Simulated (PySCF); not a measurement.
**Frontier levels across methods**

Compound: CH₉ClSi₃.
Structure used (PBE0-D3(BJ)/def2-SVP), in Å, numbered top down from 1:
```
atom  x, y, z in Å
Si1   -1.8746    0.9605    0.1753
Si2    0.0825   -0.0478   -0.6336
Si3    1.9697    0.9534    0.3408
C4     0.0218   -1.8909   -0.1583
Cl5   -1.5319   -2.6039   -0.7002
H6    -3.0702    0.5850   -0.6351
H7    -1.7238    2.4491    0.1560
H8    -2.0745    0.5250    1.5926
H9     0.1596    0.0610   -2.1239
H10    1.8436    0.9057    1.8313
H11    2.0658    2.3827   -0.0870
H12    3.2280    0.2444   -0.0514
H13    0.8364   -2.4637   -0.6241
H14    0.0871   -2.0242    0.9314
```

Basis pcSseg-1 throughout (PySCF), one geometry. The structure is a single PBE0-D3(BJ)/def2-SVP conformer in the gas phase; no vibrational or solvent corrections.

Q: How do the orbital energies, the gap and the dipole change with the method?

A: 
```
   method                    kind  HOMO (eV)  LUMO (eV)  gap (eV)  μ (D)  SCF cycles
     BLYP                     GGA      -6.58      -1.23      5.35   1.43          13
    B97-D                     GGA      -6.74      -1.29      5.45   1.50          14
      PBE                     GGA      -6.75      -1.42      5.33   1.46          14
     OPBE                     GGA      -6.76      -1.28      5.47   1.50          14
      KT2                     GGA      -6.84      -1.56      5.27   1.51          14
      KT3                     GGA      -6.84      -1.44      5.40   1.48          14
      LDA                     LDA      -6.85      -1.60      5.25   1.51          13
     BP86                     GGA      -6.86      -1.51      5.36   1.49          13
    B3LYP           global hybrid      -7.74      -0.74      7.00   1.55          11
    B97-2           global hybrid      -7.74      -0.60      7.15   1.59          12
     PBE0           global hybrid      -7.97      -0.59      7.38   1.60          12
 mPW1PW91           global hybrid      -8.00      -0.58      7.42   1.61          12
BHandHLYP           global hybrid      -9.00       0.36      9.36   1.68          11
CAM-B3LYP  range-separated hybrid      -9.22       0.52      9.74   1.62          11
  wB97X-D  range-separated hybrid      -9.77       1.12     10.89   1.68          13
  LC-wPBE  range-separated hybrid     -10.54       1.57     12.12   1.69          12
       HF            Hartree–Fock     -10.56       2.63     13.19   1.86          10
```

The HOMO spans 3.97 eV, from BLYP down to HF, and the gap runs from 5.25 eV (LDA) to 13.19 eV (HF). Over the methods BLYP (0 %), B97-D (0 %), PBE (0 %), OPBE (0 %), KT2 (0 %), KT3 (0 %), LDA (0 %), BP86 (0 %), B3LYP (20 %), B97-2 (21 %), PBE0 (25 %), mPW1PW91 (25 %), BHandHLYP (50 %), HF (100 %), a straight line through the gap against the share of exact exchange rises by 0.79 eV for each 10 % (correlation coefficient 0.999). The dipole ranges from 1.43 D (BLYP) to 1.86 D (HF). This basis has no diffuse functions.

The vertical ΔSCF ionisation energy at CAM-B3LYP/def2-SVPD is 9.80 eV; −ε(HOMO) comes closest to it with wB97X-D (9.77 eV).
